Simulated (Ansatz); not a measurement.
Ansatz results at the PBE0-D4/def2-TZVP geometry: LUMO energy (B3LYP/def2-TZVPP) -0.57 eV; HOMO–LUMO gap (B3LYP/def2-TZVPP) 7.02 eV; HOMO–LUMO gap (PBE/def2-TZVPP) 5.40 eV.

Each molecule was computed in one conformer, which needn't be the lowest.

(1) Which molecule gave them?
A. `[F][GeH2][I]`
B. `[SH][Ge]([SH])([SH])[Cl]`
C. `C[CH2][GeH]([SiH3])[Cl]`
D. `C[O][GeH]([F])[S]C`

Answers

(1) C. The others give `[F][GeH2][I]`: -1.48, 6.21, 4.73; `[SH][Ge]([SH])([SH])[Cl]`: -1.87, 5.58, 3.95; `C[O][GeH]([F])[S]C`: -0.47, 6.58, 4.90.

B3LYP here is the variant with VWN-RPA as its local correlation; programs differ in this.
